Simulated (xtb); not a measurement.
Job for xtb: GFN2-xTB on FH4NSi (SMILES N[SiH2]F), a point of a torsion scan.

```
$ xtb mol.xyz --gfn 2 --opt vtight --chrg 0 --uhf 0 --input xcontrol
7

N      1.08583419    -0.13190532    -0.25411222
Si    -0.66933429     0.09140711     0.03828667
F     -0.80919624     1.59020517     0.82300005
H      1.46821540    -0.97322582     0.20056873
H      1.63339168     0.73304747    -0.12719252
H     -1.20601822    -0.99646346     0.88310116
H     -1.39430727     0.12625706    -1.24737409
$constrain
  force constant=1.0
  dihedral: 4,1,2,3,120.0
$end
```

The log:

```
[...]
           -------------------------------------------------
          |                Calculation Setup                |
           -------------------------------------------------



           -------------------------------------------------
          |                 G F N 2 - x T B                 |
           -------------------------------------------------

        Reference                      10.1021/acs.jctc.8b01176
      * Hamiltonian:
        H0-scaling (s, p, d)           1.850000    2.230000    2.230000
        zeta-weighting                 0.500000
      * Dispersion:
        s8                             2.700000
        a1                             0.520000
        a2                             5.000000
        s9                             5.000000
      * Repulsion:
        kExp                           1.500000    1.000000
        rExp                           1.000000
      * Coulomb:
        alpha                          2.000000
        third order                    shell-resolved
        anisotropic                    true
        a3                             3.000000
        a5                             4.000000
        cn-shift                       1.200000
        cn-exp                         4.000000
        max-rad                        5.000000


          ...................................................
          :                      SETUP                      :
          :.................................................:
          :  # basis functions                  22          :
          :  # atomic orbitals                  21          :
          :  # shells                           11          :
          :  # electrons                        20          :
          :  max. iterations                   250          :
          :  Hamiltonian                  GFN2-xTB          :
          :  restarted?                      false          :
          :  GBSA solvation                  false          :
          :  PC potential                    false          :
          :  electronic temp.          300.0000000     K    :
          :  accuracy                    1.0000000          :
          :  -> integral cutoff          0.2500000E+02      :
          :  -> integral neglect         0.1000000E-07      :
          :  -> SCF convergence          0.1000000E-05 Eh   :
          :  -> wf. convergence          0.1000000E-03 e    :
          :  Broyden damping             0.4000000          :
          :  net charge                          0          :
          :  unpaired electrons                  0          :
          ...................................................

 iter      E             dE          RMSdq      gap      omega  full diag
   1    -11.5108616 -0.115109E+02  0.596E+00    5.74       0.0  T
   2    -11.5521910 -0.413294E-01  0.276E+00    5.45       1.0  T
   3    -11.5547526 -0.256159E-02  0.177E+00    5.92       1.0  T
   4    -11.5563832 -0.163061E-02  0.105E+00    5.72       1.0  T
   5    -11.5560271  0.356109E-03  0.612E-01    5.80       1.0  T
   6    -11.5564602 -0.433125E-03  0.113E-01    5.70       1.0  T
   7    -11.5564563  0.386454E-05  0.549E-02    5.70       1.0  T
   8    -11.5564629 -0.651458E-05  0.965E-03    5.69       3.9  T
   9    -11.5564629 -0.376257E-07  0.574E-03    5.68       6.6  T
  10    -11.5564629 -0.502164E-07  0.405E-03    5.68       9.3  T
  11    -11.5564630 -0.372761E-07  0.256E-04    5.68     147.9  T
  12    -11.5564630 -0.117119E-09  0.213E-04    5.68     177.5  T

   *** convergence criteria satisfied after 12 iterations ***

         #    Occupation            Energy/Eh            Energy/eV
      -------------------------------------------------------------
         1        2.0000           -0.8190740             -22.2881
       ...           ...                  ...                  ...
         4        2.0000           -0.5169748             -14.0676
         5        2.0000           -0.4915338             -13.3753
         6        2.0000           -0.4878567             -13.2753
         7        2.0000           -0.4866631             -13.2428
         8        2.0000           -0.4524607             -12.3121
         9        2.0000           -0.4317781             -11.7493
        10        2.0000           -0.3917003             -10.6587 (HOMO)
        11                         -0.1828210              -4.9748 (LUMO)
        12                         -0.1728094              -4.7024
        13                         -0.1449311              -3.9438
        14                         -0.0288753              -0.7857
        15                         -0.0019714              -0.0536
       ...                                ...                  ...
        21                          0.6872224              18.7003
      -------------------------------------------------------------
                  HL-Gap            0.2088793 Eh            5.6839 eV
             Fermi-
[...]
            0.0268927               0.7318
       ...                                ...                  ...
        21                          0.8924395              24.2845
      -------------------------------------------------------------
                  HL-Gap            0.2212291 Eh            6.0199 eV
             Fermi-level           -0.2799365 Eh           -7.6175 eV

 SCC (total)                   0 d,  0 h,  0 min,  0.002 sec
 SCC setup                      ...        0 min,  0.000 sec (  2.298%)
 Dispersion                     ...        0 min,  0.000 sec (  0.767%)
 classical contributions        ...        0 min,  0.000 sec (  0.316%)
 integral evaluation            ...        0 min,  0.000 sec ( 26.167%)
 iterations                     ...        0 min,  0.000 sec ( 20.525%)
 molecular gradient             ...        0 min,  0.001 sec ( 45.750%)
 printout                       ...        0 min,  0.000 sec (  3.765%)

         :::::::::::::::::::::::::::::::::::::::::::::::::::::
         ::                     SUMMARY                     ::
         :::::::::::::::::::::::::::::::::::::::::::::::::::::
         :: total energy             -11.504216013768 Eh    ::
         :: gradient norm              0.000079996113 Eh/a0 ::
         :: HOMO-LUMO gap              6.019949614068 eV    ::
         ::.................................................::
         :: SCC energy               -11.593879060343 Eh    ::
         :: -> isotropic ES            0.037985183466 Eh    ::
         :: -> anisotropic ES          0.003050666917 Eh    ::
         :: -> anisotropic XC          0.002059369583 Eh    ::
         :: -> dispersion             -0.002682030727 Eh    ::
         :: repulsion energy           0.089662948625 Eh    ::
         :: add. restraining           0.000000097950 Eh    ::
         :: total charge              -0.000000000000 e     ::
         :::::::::::::::::::::::::::::::::::::::::::::::::::::

           -------------------------------------------------
          |                Property Printout                |
           -------------------------------------------------

    * Orbital Energies and Occupations

         #    Occupation            Energy/Eh            Energy/eV
      -------------------------------------------------------------
         1        2.0000           -0.8285400             -22.5457
         2        2.0000           -0.6713952             -18.2696
         3        2.0000           -0.5826840             -15.8556
         4        2.0000           -0.5210656             -14.1789
         5        2.0000           -0.4968734             -13.5206
         6        2.0000           -0.4931711             -13.4199
         7        2.0000           -0.4907909             -13.3551
         8        2.0000           -0.4516697             -12.2906
         9        2.0000           -0.4263198             -11.6008
        10        2.0000           -0.3905510             -10.6274 (HOMO)
        11                         -0.1693219              -4.6075 (LUMO)
        12                         -0.1530913              -4.1658
        13                         -0.1181797              -3.2158
        14                         -0.0146127              -0.3976
        15                          0.0268927               0.7318
        16                          0.0817049               2.2233
        17                          0.2507555               6.8234
        18                          0.4313982              11.7389
        19                          0.6742148              18.3463
        20                          0.6991064              19.0237
        21                          0.8924395              24.2845
      -------------------------------------------------------------
                  HL-Gap            0.2212291 Eh            6.0199 eV
             Fermi-level           -0.2799365 Eh           -7.6175 eV

     #   Z          covCN         q      C6AA      α(0)
     1   7 N        2.542    -0.402    30.458     8.196
     2  14 Si       3.368     0.541   109.043    20.733
     3   9 F        0.705    -0.292    12.237     4.130
     4   1 H        0.861     0.158     1.351     1.821
     5   1 H        0.861     0.159     1.343     1.816
     6   1 H        0.922    -0.085     5.053     3.515
     7   1 H        0.920    -0.079     4.888     3.458

 Mol. C6AA /au·bohr⁶  :        667.445892
 Mol. C8AA /au·bohr⁸  :      22507.493202
 Mol. α(0) /au        :         43.668306


Wiberg/Mayer (AO) data.
largest (>0.10) Wiberg bond orders for each atom

 ---------------------------------------------------------------------------
     #   Z sym  total        # sym  WBO       # sym  WBO       # sym  WBO
 ---------------------------------------------------------------------------
     1   7 N    3.218 --     2 Si   1.176     4 H    0.967     5 H    0.964
     2  14 Si   4.018 --     1 N    1.176     3 F    1.058     6 H    0.886
                             7 H    0.883
     3   9 F    1.160 --     2 Si   1.058
     4   1 H    0.975 --     1 N    0.967
     5   1 H    0.975 --     1 N    0.964
     6   1 H    0.993 --     2 Si   0.886
     7   1 H    0.994 --     2 Si   0.883
 ---------------------------------------------------------------------------

Topologies differ in total number of bonds
Writing topology from bond orders to xtbtopo.mol

molecular dipole:
                 x           y           z       tot (Debye)
 q only:        0.407      -0.606      -0.353
   full:        0.579      -0.623      -0.348       2.336
molecular quadrupole (traceless):
                xx          xy          yy          xz          yz          zz
 q only:        1.871       1.584      -1.426       0.887      -1.838      -0.445
  q+dip:        2.567       1.892      -2.070       1.150      -3.360      -0.497
   full:        2.921       1.894      -1.765       0.843      -3.087      -1.156

           -------------------------------------------------
          |                Geometry Summary                 |
           -------------------------------------------------

      molecular mass/u    :       65.1223681
   center of mass at/Å    :       -0.3319037       0.4247971       0.2468521
  moments of inertia/u·Å² :        0.2279011E+02   0.7087682E+02   0.8558241E+02
rotational constants/cm⁻¹ :        0.7396907E+00   0.2378441E+00   0.1969754E+00

 * 6 selected distances

     #   Z          #   Z                                           value/Å
     1   7 N        2  14 Si                                      1.7048045 (max)
     2  14 Si       3   9 F                                       1.6139457
     1   7 N        4   1 H                                       1.0020139 (min)
     1   7 N        5   1 H                                       1.0039675
     2  14 Si       6   1 H                                       1.4506092
     2  14 Si       7   1 H                                       1.4552674

 * 4 distinct bonds (by element types)

   Z      Z             #   av. dist./Å        max./Å        min./Å
   1 H    7 N           2     1.0029907     1.0039675     1.0020139
   1 H   14 Si          2     1.4529383     1.4552674     1.4506092
   7 N   14 Si          1     1.7048045     1.7048045     1.7048045
   9 F   14 Si          1     1.6139457     1.6139457     1.6139457


optimized geometry written to: xtbopt.xyz


           -------------------------------------------------
          | TOTAL ENERGY              -11.504216013768 Eh   |
          | GRADIENT NORM               0.000079996113 Eh/α |
          | HOMO-LUMO GAP               6.019949614068 eV   |
           -------------------------------------------------

------------------------------------------------------------------------
------------------------------------------------------------------------
 total:
 SCF:
 ANC optimizer:
Note: The following floating-point exceptions are signalling: IEEE_DENORMAL
normal termination of xtb
```

The run finished.

Warnings raised: the energy holds the restraint's term.

Cost: about 0.07 core-seconds (a rough figure).
